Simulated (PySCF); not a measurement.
# Diatomics of Tl with the chalcogens

CCSD(T) with triple-zeta basis sets in PySCF, for the lowest determinant that a PBE0 search found; no spin–orbit coupling. De refers to high-spin ground-configuration atoms.

| M | basis | reference, frozen orbitals | state (unpaired electrons) | Re (Å) | ωe (cm⁻¹) | De (eV) |
| --- | --- | --- | --- | --- | --- | --- |
| O | x2c-TZVPPall | UHF, 35 | doublet (π ↑) | 2.184 | 458 | 2.98 |
| S | x2c-TZVPPall | UHF, 39 | doublet (π ↑) | 2.595 | 269 | 2.81 |
| Se | def2-TZVPP | UHF, 13 | doublet (π ↑) | 2.716 | 176 | 2.71 |

The shortest bond is that of TlO (2.184 Å), the longest that of TlSe (2.716 Å).

The rows differ in basis set, which adds steps of its own.

Down a group the atoms grow and get heavier, so bonds lengthen and wavenumbers fall; this series shows no clear exception.

Correlated steps freeze the inner cores (13 to 39 orbitals); shallow outer-core shells are correlated. These are scalar-relativistic numbers at best; spin–orbit coupling would shift them, the dissociation energy most. States were picked by a PBE0 search and need not be the measured ground states.
